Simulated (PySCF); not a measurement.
# Working out the ionisation energy of Se

Se [Ar] 3d10 4s2 4p4 (3P) → Se⁺ [Ar] 3d10 4s2 4p3 (4S). Computed with PySCF 2.14 in aug-cc-pVTZ-PP with ECP10MDF (6s5p4d2f, 55 functions), with scalar relativity through the core potential. Frozen: 3s2 3p6 3d10. Energies in hartree (1 hartree = 27.21139 eV):

| part | Se (lower) | Se⁺ (upper) |
| --- | --- | --- |
| UHF | -371.862673 | -371.548686 |
| MP2 opposite-spin | -0.078570 | -0.055899 |
| MP2 same-spin | -0.023236 | -0.020107 |

Problem. What does Hartree-Fock give?

Solution. (-371.548686) − (-371.862673) = 0.313987 hartree = 8.544 eV.

Problem. What do MP2 and SCS-MP2 (6/5 opposite-spin, 1/3 same-spin) give?

Solution. The opposite-spin parts differ by 0.617 eV and the same-spin parts by 0.085 eV. MP2: 8.544 + (0.617) + (0.085) = 9.246 eV. SCS-MP2: 8.544 + 1.2 × (0.617) + (0.085)/3 = 9.313 eV.

Measured between the centres of the two terms (NIST): 9.635 eV, so MP2 (valence) is off by -0.389 eV.

What remains against the reference includes basis incompleteness, the frozen core and correlation beyond second order.
